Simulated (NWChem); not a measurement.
# C3H5Cl; SMILES Cl/C=C\C

```xyz
9

C     -0.7710     1.7525     0.0000
C      0.6004     1.1580     0.0000
C      0.9185    -0.1494     0.0000
Cl    -0.2531    -1.4413     0.0000
H     -1.5511     0.9680     0.0000
H     -0.9238     2.4007    -0.8893
H     -0.9238     2.4007     0.8893
H      1.4604     1.8510     0.0000
H      1.9563    -0.5136     0.0000
```
Atoms are numbered in this order, from 1.

Level: PBE-D3(BJ)/def2-SVP (NWChem), optimised geometry, unscaled harmonic frequencies. 

```json
[
 {"frequency (cm⁻¹)": "129", "IR intensity (km/mol)": "0.5"},
 {"frequency (cm⁻¹)": "220", "IR intensity (km/mol)": "1.3"},
 {"frequency (cm⁻¹)": "395", "IR intensity (km/mol)": "2.6"},
 {"frequency (cm⁻¹)": "554", "IR intensity (km/mol)": "0.8"},
 {"frequency (cm⁻¹)": "680", "IR intensity (km/mol)": "44.1"},
 {"frequency (cm⁻¹)": "752", "IR intensity (km/mol)": "47.9"},
 {"frequency (cm⁻¹)": "905", "IR intensity (km/mol)": "0.8"},
 {"frequency (cm⁻¹)": "923", "IR intensity (km/mol)": "23.5"},
 {"frequency (cm⁻¹)": "1005", "IR intensity (km/mol)": "0.3"},
 {"frequency (cm⁻¹)": "1056", "IR intensity (km/mol)": "1.6"},
 {"frequency (cm⁻¹)": "1199", "IR intensity (km/mol)": "1.0"},
 {"frequency (cm⁻¹)": "1284", "IR intensity (km/mol)": "26.5"},
 {"frequency (cm⁻¹)": "1345", "IR intensity (km/mol)": "7.5"},
 {"frequency (cm⁻¹)": "1399", "IR intensity (km/mol)": "4.0"},
 {"frequency (cm⁻¹)": "1406", "IR intensity (km/mol)": "7.7"},
 {"frequency (cm⁻¹)": "1663", "IR intensity (km/mol)": "21.9"},
 {"frequency (cm⁻¹)": "2965", "IR intensity (km/mol)": "17.3"},
 {"frequency (cm⁻¹)": "3032", "IR intensity (km/mol)": "8.9"},
 {"frequency (cm⁻¹)": "3080", "IR intensity (km/mol)": "1.1"},
 {"frequency (cm⁻¹)": "3093", "IR intensity (km/mol)": "7.1"},
 {"frequency (cm⁻¹)": "3147", "IR intensity (km/mol)": "5.7"}
]
```

| Property | Result |
|---|---|
| zero-point energy | 43.2 kcal/mol |
| thermal correction to the enthalpy at 298.15 K (with zero-point energy) | 46.9 kcal/mol |
| heat capacity Cv | 16.3 cal/(mol K) |
| entropy at 298.15 K and 1 atm (symmetry number 1) | 71.6 cal/(mol K) |
| dipole moment | 1.39 D |

Rigid rotor and harmonic oscillator.
